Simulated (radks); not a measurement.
The numbers below are computed, except where a source is named.
All-electron atom: the bromine ion Br4+ in [Ar] 3d10 4s2 4p1 (the NIST ground configuration). Code: a radial shooting solver on a logarithmic mesh with Libxc functionals. Model: Dirac Kohn-Sham, LDA (Slater exchange, Perdew-Wang correlation), spin-unpolarised, spherical densities, point nucleus; open shells are shared between the two j in proportion to 2j + 1; speed of light set to 205.554 atomic units (1.5 times the physical value, a model run).

Unscreened Slater integrals over Kohn-Sham orbitals (cm^-1). Large and small components are both included.

integral          value
F0(4p3/2,4p3/2)  116620
F2(4p3/2,4p3/2)   62176
F0(4p3/2,4p1/2)  116980
G2(4p3/2,4p1/2)   62347
F0(4p3/2,4s1/2)  122730
G1(4p3/2,4s1/2)   83395
F0(4p3/2,3d5/2)  149910
F2(4p3/2,3d5/2)   34425
G1(4p3/2,3d5/2)   12027
G3(4p3/2,3d5/2)   11210
F0(4p1/2,4p1/2)  117340
F0(4p1/2,4s1/2)  123160
G1(4p1/2,4s1/2)   83936
F0(4p1/2,3d5/2)  150740
G3(4p1/2,3d5/2)   11364
F0(4s1/2,4s1/2)  130180
F0(4s1/2,3d5/2)  164770
G2(4s1/2,3d5/2)   15101
F0(3d5/2,3d5/2)  343980
F2(3d5/2,3d5/2)  164690
F4(3d5/2,3d5/2)  103600
